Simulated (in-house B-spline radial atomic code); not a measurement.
RPA and G0W0 on wB97X: Sn³⁺

Configuration [Kr] 4d10 5s1, highest spin, mean-field start wB97X. Computed with a B-spline radial code for spherical atoms: all electrons, scalar-relativistic (spin-free one-electron X2C), finite nucleus, each spin shell either full or empty, empty states to l = 9 with an (l + 1/2)⁻⁴ tail; G0W0 by contour deformation at full frequency.

RPA overbinds a lone outer s electron by self-correlation, and G0W0 tends to as well.

Command:
```bash
python run_gw.py task.json out
```
Settings (radii: box in bohr, nucleus in fm):
```
Z                        50
electrons                47
configuration            [Kr] 4d10 5s1
hamiltonian              x2c
method                   wb97x
lmax                     9
rms_radius               4.6519
spin_polarised           True
box_radius               14.14
intervals                68
ion_configuration        [Kr] 4d10
```

Cost of the run: 10 s on 1 thread of Arm Neoverse V1 (shared host).

Energies (hartree):

```
                                     term        value
                         mean-field total  -6174.87011
Hartree-Fock functional on these orbitals  -6172.00677
                      direct second order      -4.0685
                    second-order exchange         1.13
                         SOSEX correction       1.0599
```

**Question.** What is the RPA correlation energy, and what remains with SOSEX?

**Answer.** RPA gives -3.6183 hartree (-2.09 eV per electron); RPA + SOSEX gives -2.5584, and the second-order doubles -2.9385 hartree (no singles). RPA lacks exchange-type terms and so overcorrelates at short range.

Quasi-particle levels (eV):

| level | occupied | mean field | Σx - vxc | Σc | QP weight | G0W0 |
| --- | --- | --- | --- | --- | --- | --- |
| 5s up | yes | -39.50 | 0.00 | ? | ? | ? |
| 4d down | yes | -60.06 | -4.35 | 0.29 | 0.948 | -64.12 |
| 4d up | yes | -60.23 | -4.53 | 0.38 | 0.938 | -64.38 |
| 5s down | no | -30.90 | 3.01 | -2.45 | 0.966 | -30.34 |

G0W0 = mean field + (Σx - vxc) + Σc, with Σc (partial-wave tail included) taken at the quasi-particle energy. Only the outer levels were computed. Levels of low weight are left out.

**Question.** Where does G0W0 put 5s up?

**Answer.** At -41.33 eV, with Σc = -1.83 eV and a quasi-particle weight of 0.973. The tabulated removal energy is 40.74 ± 0.04 eV (NIST, measured); the calculation leaves out spin-orbit coupling, Breit and QED terms, and what these don't explain is the method's own error.

**Question.** What does it cost to remove one electron (to [Kr] 4d10) by differences of total energies, each species on its own start (correlation terms add to the Hartree-Fock functional)?

**Answer.** wB97X 40.42 eV, Hartree-Fock functional 39.21 eV, + RPA 41.06 eV, + RPA + SOSEX 40.51 eV, + second order 41.32 eV. Tabulated: 40.74 ± 0.04 eV (NIST, measured); the calculation leaves out spin-orbit coupling, Breit and QED terms, and what these don't explain is the method's own error.
